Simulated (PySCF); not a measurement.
Give a PBE0-D3(BJ)/def2-SVP geometry of `[SiH3]C[SiH2]N([SiH3])[SiH3]`.

Z-matrix in Å and degrees, rows numbered from 1:
```
Si
C   1  1.8838
Si  2  1.8764  1  112.92
N   3  1.7602  2  111.08  1   -33.48
Si  4  1.7532  3  120.02  2   -67.07
Si  4  1.7540  3  119.60  2   118.25
H   1  1.4955  2  110.54  3   -49.42
H   1  1.4958  2  110.75  3  -169.34
H   1  1.4945  2  110.45  3    70.89
H   2  1.1037  1  109.19  3   120.83
H   2  1.1028  1  108.76  3  -122.69
H   3  1.4962  2  110.42  1  -156.56
H   3  1.4962  2  109.70  1    83.28
H   5  1.4929  4  111.09  3   132.51
H   5  1.4960  4  112.11  3  -106.33
H   5  1.4956  4  107.50  3    12.79
H   6  1.4956  4  112.09  3    67.38
H   6  1.4935  4  110.95  3   -53.64
H   6  1.4948  4  107.43  3  -173.31
```

Si5 (SiH3 silicon) is tetrahedral (angles from 107.5° to 112.1°). Si1 (SiH3 silicon) is tetrahedral (angles from 108.1° to 110.8°). Of the pairs four or more bonds apart, Si1···Si5 is among the closest relative to their van der Waals radii: 4.01 Å, 96 % of the sum of Bondi's values. N4 (nitrogen bridging silicon atoms) is planar (angles 120.2°, 120.0° and 119.6°, sum 359.8°, 0.05 Å off the plane of its three neighbours).

The calculation used PBE0-D3(BJ)/def2-SVP geometry optimisation, gas phase in PySCF.

Point group: C1 (no symmetry element, even within 0.4 Å). Whether it is a minimum is left open (no frequencies). One conformer, not necessarily the lowest (Si1–C2–Si3–N4 -33°, C2–Si3–N4–Si5 -67°).
